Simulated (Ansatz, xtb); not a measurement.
C5H9NOS: which of two structures lies lower

We compare a, a singlet given by its coordinates, with b, `CCC(=O)CC(N)=S`, a singlet. Both are isolated molecules in the gas phase, relaxed with r2SCAN-D4/def2-SVP; the shapes shown needn't be the lowest conformers.

a (Å):

```xyz
17

C    -0.1032    1.2596    0.9355
C    -1.1328    0.2671    0.3916
C    -0.8210   -0.1723   -1.0081
C    -1.7061    0.0178   -2.0505
C    -1.4765   -0.3721   -3.4131
N    -2.4654   -0.1069   -4.2954
O     0.3603   -0.7329   -1.1311
S    -0.0628   -1.1281   -3.9682
H    -0.3338    1.5277    1.9774
H    -0.0929    2.1845    0.3377
H     0.9057    0.8238    0.9044
H    -2.1478    0.6919    0.4235
H    -1.1375   -0.6378    1.0265
H    -2.6572    0.5014   -1.8077
H    -3.3268    0.3399   -4.0067
H    -2.3402   -0.3670   -5.2662
H     0.4781   -0.9867   -2.1212
```

Close contacts (Å): C1–C2 1.53, C2–C3 1.50, C3–C4 1.38, C3–O7 1.31, C4–C5 1.44, C5–N6 1.35, C5–S8 1.70, C1–H9 1.10, C1–H10 1.10, C1–H11 1.10, C2–H12 1.10, C2–H13 1.11, C4–H14 1.09, N6–H15 1.01, N6–H16 1.01, O7–H17 1.03, S8–H17 1.93.

b (Å):

```yaml
atoms:
  - { symbol: C, position_ang: [-1.2163, 1.5738, 0.4255] }
  - { symbol: C, position_ang: [-1.5617, 0.3785, -0.4439] }
  - { symbol: C, position_ang: [-0.4043, -0.1349, -1.2644] }
  - { symbol: C, position_ang: [-0.6566, -1.4099, -2.0581] }
  - { symbol: C, position_ang: [-0.0910, -1.4504, -3.4707] }
  - { symbol: N, position_ang: [1.1532, -0.9594, -3.5855] }
  - { symbol: O, position_ang: [0.6753, 0.4327, -1.2791] }
  - { symbol: S, position_ang: [-0.9545, -2.1113, -4.7175] }
  - { symbol: H, position_ang: [-0.4212, 1.3213, 1.1428] }
  - { symbol: H, position_ang: [-2.0960, 1.9180, 0.9883] }
  - { symbol: H, position_ang: [-0.8455, 2.4076, -0.1882] }
  - { symbol: H, position_ang: [-2.3737, 0.6097, -1.1611] }
  - { symbol: H, position_ang: [-1.9566, -0.4708, 0.1462] }
  - { symbol: H, position_ang: [-0.1672, -2.2193, -1.4812] }
  - { symbol: H, position_ang: [-1.7256, -1.6540, -2.1013] }
  - { symbol: H, position_ang: [1.5347, -0.4079, -2.8131] }
  - { symbol: H, position_ang: [1.5599, -0.9095, -4.5137] }
```

Estimate E(b) − E(a) at the level CCSD(T)/def2-SVP + ΔMP2/def2-TZVPP.

CCSD(T)/def2-SVP + ΔMP2/def2-TZVPP gives E(b) − E(a) = +0.015 eV, slightly favouring structure a, which is too small a margin to settle the true order.

Level by level:

```csv
level,geometry,E(b) − E(a) (eV),departure from the last row (eV),"job, with rough time for the two"
r2SCAN-D4/def2-SVP,r2SCAN-D4/def2-SVP,+0.168,+0.153,"optimisation, 2 min"
HF/def2-SVP,r2SCAN-D4/def2-SVP,−0.153,−0.169,part of the CCSD(T) run
MP2/def2-SVP,r2SCAN-D4/def2-SVP,−0.088,−0.103,part of the CCSD(T) run
CCSD(T)/def2-SVP,r2SCAN-D4/def2-SVP,−0.133,−0.149,single point
CCSD(T)/def2-SVP + ΔMP2/def2-TZVPP,r2SCAN-D4/def2-SVP,+0.015,,"single point, 2.2 min"
```

The largest departure from CCSD(T)/def2-SVP + ΔMP2/def2-TZVPP is that of HF/def2-SVP, 0.169 eV. No reliable frequencies are at hand for a, so it isn't confirmed as a minimum. Levels run at GFN2-xTB geometries aren't shown. The last row adds to CCSD(T) the change of the MP2 difference between the two basis sets, here +0.149 eV, a large step that makes the value less sure.

The correlated steps freeze 12 core orbitals. Codes used: Ansatz 0.2.0, xtb 6.7.1; the last row on 2 threads of Intel(R) Xeon(R) Gold 6455B (Sapphire Rapids) on a shared host.
